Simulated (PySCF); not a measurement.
Structure problem from calculated spectra and properties.

Elements present: C, F, H, N and Si. Monoisotopic mass: 178.9874 u.

| Item | Value |
| --- | --- |
| Dipole | 3.26 D [PBE0/pcSseg-1] |
| 1H NMR | chemical shifts (computed TMS as zero) by class: 5.97 (1 H), 4.05 (1 H), 3.93 (1 H), 3.59 (3 H), 3.35 (1 H), 3.28 (1 H), 2.13 (1 H), 1.43 (1 H) ppm [GIAO PBE0/pcSseg-1] |
| Rotational structure | rotational constants A, B, C: 1.557, 0.491, 0.428 GHz [GFN2-xTB] |
| NMR, other nuclei | isotropic shieldings of nuclei other than C and H, by class: -31 (1 N), 389 (1 F), 311 (1 Si), 462 (1 Si), 473 (1 Si), 479 (1 Si) ppm [GIAO PBE0/pcSseg-1] |
| 13C NMR | chemical shifts (computed TMS as zero) by class: 125.1 (1 C), 7.7 (1 C) ppm [GIAO PBE0/pcSseg-1] |

Gas-phase values; electronic properties from PySCF, density fitting. Levels stand in brackets. One conformer (not necessarily the lowest) at the GFN2-xTB geometry, without solvent, vibrations or thermal averaging. NMR classes are plain means over equivalent atoms (diastereotopic ones count apart unless rotation or inversion swaps them), as if these changed places fast.

Task: Which formula fits the mass and the elements?

Result: C2H10FNSi4 (calculated 178.9874). No other formula that holds each of these elements comes within 0.0003 u with a fitting electron parity and a possible valence count.

Task: Give a SMILES that accounts for the data.

Result: Numbering: `[N:1]#[C:2][CH2:3][Si@@H:4]([F:5])[SiH2:6][SiH2:7][SiH3:8]`. Its formula, C2H10FNSi4, gives 2 degrees of unsaturation: 0 rings and 2 π bonds in the structure found. 2 carbons fall into 2 classes; from least to most shielded: nitrile carbon [C2] (125.1 ppm), sp3 carbon bound to silicon [C3] (7.7 ppm). Hydrogen classes from least to most shielded: 1 H on a fluorine-bound silicon, Si4 (5.97 ppm), 1 H on an SiH2 silicon, Si7 (4.05 ppm), 1 H on an SiH2 silicon, Si7 (3.93 ppm), 3 H on an SiH3 silicon, Si8 (3.59 ppm), 1 H on an SiH2 silicon, Si6 (3.35 ppm), 1 H on an SiH2 silicon, Si6 (3.28 ppm), 1 H on an sp3 carbon bound to silicon, C3 (2.13 ppm), 1 H on an sp3 carbon bound to silicon, C3 (1.43 ppm). The other shieldings belong to: -31 ppm, nitrile nitrogen [N1]; 389 ppm, silicon-bound fluorine [F5]; 311 ppm, fluorine-bound silicon [Si4]; 462 ppm, SiH3 silicon [Si8]; 473 ppm, SiH2 silicon [Si7]; 479 ppm, SiH2 silicon [Si6]. The optimised geometry has point group C1 and is an asymmetric top. Structure: `N#CC[Si@@H](F)[SiH2][SiH2][SiH3]`. Computed isomers that give other values at the same levels: `FC([SiH3])=C1[SiH2]N([SiH3])[SiH2]1` (13C chemical shifts (computed TMS as zero) by class: 181.6 (1 C), 135.8 (1 C) ppm); `N#C[SiH2]C[Si](F)([SiH3])[SiH3]` (1H chemical shifts (computed TMS as zero) by class: 4.62 (2 H), 3.57 (6 H), 0.59 (2 H) ppm); `F[Si@H](C#C[SiH3])N([SiH3])[SiH3]` (13C chemical shifts (computed TMS as zero) by class: 118.7 (1 C), 109.7 (1 C) ppm). The assignments are read from this structure; whether some other isomer fits the data as well wasn't checked. The mirror image fits equally.

Conformer computed: `[N:1]#[C:2][CH2:3][Si@@H:4]([F:5])[SiH2:6][SiH2:7][SiH3:8]`: C2–C3–Si4–F5 -82°, C3–Si4–Si6–Si7 -68°, Si4–Si6–Si7–Si8 -144°.
